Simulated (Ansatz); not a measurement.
Conformers of `C=CS[Si](O)(O)O`, each relaxed with PBE0-D4/def2-TZVP in Ansatz. CBS adds the triple-zeta coupled-cluster correction to the MP2 limit.

Not all of them had a frequency check.

Conformer A:

```xyz
13

C    -0.948   -1.134    1.404
C     0.360   -0.954    1.552
S     1.546   -0.472    0.344
Si    0.339    0.670   -1.012
O    -0.667   -0.272   -1.879
O     1.369    1.407   -2.031
O    -0.547    1.768   -0.208
H    -1.454   -1.026    0.450
H    -1.548   -1.429    2.257
H     0.824   -1.120    2.520
H    -0.277   -1.012   -2.347
H     1.936    2.092   -1.672
H    -0.932    1.482    0.624
```

Conformer B:

```xyz
13

C     1.727   -1.282   -0.006
C     1.466   -0.690    1.151
S     0.414    0.686    1.467
Si   -0.963    0.680   -0.151
O    -1.989    1.905    0.187
O    -1.661   -0.786   -0.244
O    -0.323    0.973   -1.624
H     1.291   -0.960   -0.944
H     2.405   -2.128   -0.034
H     1.942   -1.035    2.064
H    -2.451    1.884    1.026
H    -1.915   -1.087   -1.118
H     0.058    1.841   -1.773
```

(1) Which is lowest in electronic energy at CCSD(T)/CBS (frozen core, def2 sets), and by how much? (Estimate.)

(2) Give the energies relative to A (kJ/mol) with PBE-D4/def2-TZVPP, PBE0-D4/def2-TZVPP, PBE0/def2-TZVPP, HF/def2-TZVPP, CCSD/def2-TZVPP, SCS-MP2/def2-QZVPP, MP2/CBS(def2). (Best estimate.)

## Answers

(1) Computed: A; B lies 2.8 kJ/mol higher.

(2) Ansatz gave: 
```
             level     B
 PBE-D4/def2-TZVPP   4.2
PBE0-D4/def2-TZVPP   3.6
   PBE0/def2-TZVPP   3.0
     HF/def2-TZVPP  -1.0
   CCSD/def2-TZVPP   1.9
SCS-MP2/def2-QZVPP   2.4
     MP2/CBS(def2)   3.4
```
